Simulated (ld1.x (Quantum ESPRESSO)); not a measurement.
# Ru, ultrasoft: configuration errors across variants

```json
{
 "Element": "Ru (Z = 44)",
 "Generator": "ld1.x (Quantum ESPRESSO) 7.5",
 "Type": "ultrasoft",
 "Functional": "PW91",
 "Relativity": "scalar-relativistic",
 "Frozen core": "[Kr]",
 "Valence charge": "8",
 "Reference configuration": "4d6 5s2 5p0",
 "Partial waves": "5s (bound): rcut 1.90, rcutus 2.45 bohr; 5s channel at 0.05 Ry: rcut 1.90, rcutus 2.45 bohr; 5p (bound, empty): rcut 2.90, rcutus 3.20 bohr; 5p channel at 0.4 Ry: rcut 2.90, rcutus 3.20 bohr; 4d (bound): rcut 1.40, rcutus 1.60 bohr; 4d channel at 0.85 Ry: rcut 1.40, rcutus 1.60 bohr; 4f channel at 0.45 Ry: rcut 2.55, rcutus 2.80 bohr; 4f channel at 1.6 Ry: rcut 2.55, rcutus 2.80 bohr",
 "Local potential": "all-electron potential smoothed inside 1.45 bohr (lloc = -2)",
 "Core correction": "none",
 "Augmentation charge": "PSQ, radius 1.50 bohr"
}
```

All-electron excitation energies from the reference (eV): (1) 4d7 5s1 5p0 -1.694; (2) 4d7 5s0 5p0 5.659; (3) 4d6 5s0 5p0 23.915; (4) 4d8 5s0 5p0 -2.028; (5) 4d4 5s0 5p0 99.199; (6) 4d6 5s1 5p1 3.979; (7) 4d5 5s0 5p0 54.610.

4 further variants failed, have other tests or too few solved ones, and are left out.

A true bound ghost makes a file unfit for plane-wave use even where its test errors are small: the radial tests pick states by their node count and pass the ghost by.

Errors AE − PS in meV (a dash: test not solved or not reliable):

```csv
change,(1),(2),(3),(4),(5),(6),(7),bound ghosts
base,-12,+22,+87,-41,-379,+4.7,+9.1,s
"all radii scaled by about 1.05 (s 2.56, p 3.34, d 1.68, f 2.94 bohr, rcut 1.98/3.04/1.46/2.66); local potential all-electron potential smoothed inside 1.52 bohr (lloc = -2); augmentation PSQ, radius 1.58 bohr",-17,+23,+87,-43,-428,+4.5,-2.2,s
"all radii scaled by about 1.09 (s 2.68, p 3.50, d 1.74, f 3.06 bohr, rcut 2.08/3.16/1.52/2.78); local potential all-electron potential smoothed inside 1.58 bohr (lloc = -2); augmentation PSQ, radius 1.64 bohr",-11,+18,+86,-49,-454,+4.6,-6.7,none
"all radii scaled by about 1.26 (s 3.08, p 4.04, d 2.02, f 3.52 bohr, rcut 2.40/3.66/1.76/3.22); local potential all-electron potential smoothed inside 1.82 bohr (lloc = -2); augmentation PSQ, radius 1.88 bohr",-32,-21,+83,-113,-656,+3.8,-29,none
"all radii scaled by about 1.31 (s 3.20, p 4.18, d 2.10, f 3.66 bohr, rcut 2.48/3.80/1.84/3.34); local potential all-electron potential smoothed inside 1.90 bohr (lloc = -2); augmentation PSQ, radius 1.96 bohr",-38,-38,+77,-126,-710,+3.1,-25,none
"all radii scaled by about 1.39 (s 3.40, p 4.44, d 2.22, f 3.90 bohr, rcut 2.64/4.04/1.94/3.54); local potential all-electron potential smoothed inside 2.02 bohr (lloc = -2); augmentation PSQ, radius 2.08 bohr",-77,-112,+66,-238,-985,+2.1,-55,none
```

(1) Give the same row for: all radii scaled by about 1.19 (s 2.92, p 3.82, d 1.90, f 3.34 bohr, rcut 2.26/3.46/1.66/3.04); local potential all-electron potential smoothed inside 1.72 bohr (lloc = -2); augmentation PSQ, radius 1.78 bohr.

## Answers

(1) -17, +7.5, +86, -69, -543, +4.4, -18; bound ghosts: none.
